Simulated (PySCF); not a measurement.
Gas-phase reaction: 2 GeHCl + 3 H2 ⇌ 2 GeH4 + 2 Cl

Method: PySCF energies plus ideal-gas RRHO corrections (1 bar). † marks an energy on the PBE0/def2-TZVP geometry and frequencies; other levels use their own. CCSD(T) freezes the core. 6-31G* has spherical d functions here. Open shells (unrestricted): Cl (multiplicity 2); the rest are closed-shell singlets. Spin-orbit splitting is ignored; it lowers the true energy and changes the entropy of Cl. B3LYP is the form with VWN-RPA correlation. Ge: all electrons, no relativistic terms. GeHCl: computed as isolated molecules; such fragments, hydroxides, amides, oligomers or adducts are transient or little studied in the gas. CCSD(T) isn't extrapolated to the basis-set limit.

```csv
level,"ΔH°(298 K), kJ"
B3LYP/6-31G*,312
BLYP/def2-TZVP†,359
CCSD(T)/def2-SVP†,(withheld)
CCSD(T)/def2-TZVPP†,258
HF/6-31G*,107
PBE0/def2-QZVP†,(withheld)
PBE0/def2-SVP†,249
r2SCAN/def2-TZVP†,294
LDA/def2-TZVP†,(withheld)
ωB97X-V/def2-TZVP†,(withheld)
```

**Question.** Fill in the missing entries.

**Answer.** 
- CCSD(T)/def2-SVP†, ΔH°(298 K), kJ: 205
- PBE0/def2-QZVP†, ΔH°(298 K), kJ: 286
- LDA/def2-TZVP†, ΔH°(298 K), kJ: 329
- ωB97X-V/def2-TZVP†, ΔH°(298 K), kJ: 277
